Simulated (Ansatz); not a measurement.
Ansatz (a first-principles code) input (MP2/6-31G*):

Ansatz 0.2 input:
```yaml
crystal:
  periodic: [false, false, false]
  atoms:
    - {symbol: C, position_ang: [1.87169300, -0.70889000, 0.23151400]}
    - {symbol: Si, position_ang: [0.19261800, -0.28614500, -0.50253300]}
    - {symbol: C, position_ang: [-0.99977800, -1.72955900, -0.28978500]}
    - {symbol: Si, position_ang: [-0.61308200, 1.66822400, 0.49842400]}
    - {symbol: H, position_ang: [1.79254100, -0.88377400, 1.30650000]}
    - {symbol: H, position_ang: [2.27409700, -1.61468100, -0.22761200]}
    - {symbol: H, position_ang: [2.58807000, 0.09860700, 0.07346200]}
    - {symbol: H, position_ang: [0.34312300, 0.00107100, -1.95400200]}
    - {symbol: H, position_ang: [-1.97579500, -1.50362300, -0.72162900]}
    - {symbol: H, position_ang: [-0.60717700, -2.62187200, -0.78449100]}
    - {symbol: H, position_ang: [-1.14359400, -1.96234300, 0.76698100]}
    - {symbol: H, position_ang: [-0.70644900, 1.60286600, 1.98301200]}
    - {symbol: H, position_ang: [-1.90980500, 2.16533700, -0.03507300]}
basis:
  gaussian:
    orbitals: 6-31G*
magnetization: {spin_polarized: true, initial_magnetization: 1}
correlation: {method: mp2, electrons: outside_noble_gas}
relax: {f_tol: 0.003, max_steps: 120}
```

From the output:

```
second order -11.18774120 eV of doubles, -0.00000000 eV of singles
the calculation of the forces begins
relax step   5: F+E_penalty+E_count = -17937.57580918 eV  Δ(F+E_penalty+E_count) = -2.998e-6 eV  max|allowed force component| = 1.006e-3 eV/Å  Δτ_max = 0.0010 Å  (29 SCF iters, accepted)
these checks for a lower state are left out or cut short: cluster_reference
integrals: 0.06 GiB planned
983 factors; integrals over basis functions are off by at most 6.0e-4 eV
mean field: 0.43 GiB planned
mean field evaluation 64: about -17926.3881 eV, gradient 3.3e-6 eV
mean field -17926.38806798 eV, -658.7826105560 hartree, gradient 1.4e-6 eV, S^2 0.757652; 1 other end points of the search recorded, 0 dependent functions left out
12 core orbitals not correlated
reference -17926.38806798 eV, -658.7826105560 hartree; 13, 12 occupied and 61, 62 virtual orbitals, 983 factors
densities: 0.29 GiB planned
second order -11.18774120 eV of doubles, -0.00000000 eV of singles
the calculation of the forces begins
Total energy: -17937.57580918 eV, -659.1937524619 hartree
Atom 0 at     1.874608    -0.710168     0.231894 Å, force     0.001006     0.000297     0.000410 eV/Å
Atom 1 at     0.188553    -0.277442    -0.502463 Å, force    -0.000312    -0.000370    -0.000318 eV/Å
Atom 2 at    -1.000917    -1.732955    -0.289433 Å, force    -0.000951    -0.000585     0.000180 eV/Å
Atom 3 at    -0.620083     1.673811     0.499349 Å, force    -0.000149    -0.000265     0.000171 eV/Å
Atom 4 at     1.796774    -0.896685     1.307063 Å, force    -0.000362    -0.000087    -0.000201 eV/Å
Atom 5 at     2.277235    -1.613938    -0.235655 Å, force    -0.000487     0.000371    -0.000153 eV/Å
Atom 6 at     2.597266     0.096461     0.082441 Å, force    -0.000215    -0.000235     0.000216 eV/Å
Atom 7 at     0.343799     0.006567    -1.959848 Å, force    -0.000242     0.000293     0.000185 eV/Å
Atom 8 at    -1.981709    -1.516717    -0.721445 Å, force     0.000389    -0.000249     0.000179 eV/Å
Atom 9 at    -0.604767    -2.626541    -0.782540 Å, force     0.000352     0.000337     0.000000 eV/Å
Atom 10 at    -1.144521    -1.968189     0.769069 Å, force     0.000336     0.000140    -0.000242 eV/Å
Atom 11 at    -0.705951     1.612937     1.986018 Å, force     0.000236     0.000049    -0.000195 eV/Å
Atom 12 at    -1.913824     2.178076    -0.039683 Å, force     0.000399     0.000302    -0.000233 eV/Å
Dipole moment:     0.073918    -0.236932     0.017109 e Å
Checks for a lower state left out: cluster_reference
```

The geometry given is a B3LYP-D3(BJ)/def2-TZVP minimum.
